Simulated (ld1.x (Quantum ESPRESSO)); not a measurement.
**Ni (Z = 28): excitation energies, all-electron against TM semilocal**

```json
{
  "Element": "Ni (Z = 28)",
  "Generator": "ld1.x (Quantum ESPRESSO) 7.5",
  "Type": "norm-conserving Troullier–Martins (semilocal form)",
  "Functional": "PBE",
  "Relativity": "scalar-relativistic",
  "Frozen core": "[Ar]",
  "Valence charge": "10",
  "Reference configuration": "3d8 4s1.5 4p0 (charge +0.5)",
  "Partial waves": "4s (bound): rc 1.70 bohr; 3d (bound): rc 1.50 bohr; 4p (bound, empty): rc 2.15 bohr",
  "Local potential": "the p channel",
  "Core correction": "none"
}
```

Energies are relative to the spin-unpolarised reference configuration 3d8 4s1.5 4p0; without spin polarisation the order of configurations can differ from experiment.

```csv
valence configuration,charge,ΔE all-electron (eV),error AE − PS (meV)
3d8 4s1 4p0,+1,5.605,+2.7
3d8 4s0 4p0,+2,22.956,+58
3d9 4s0 4p0,+1,2.601,-148
3d6 4s0 4p0,+4,117.979,-485
3d7 4s2 4p1,0,6.827,-203
```

**Question.** What are ΔE and the potential's error for 3d8 4s1 4p1?

**Answer.** ΔE = 0.878 eV all-electron; the error (AE − PS) is +0.8 meV.

**Question.** What are ΔE and the potential's error for 3d8 4s2 4p0?

**Answer.** ΔE = -3.717 eV all-electron; the error (AE − PS) is +1.8 meV.
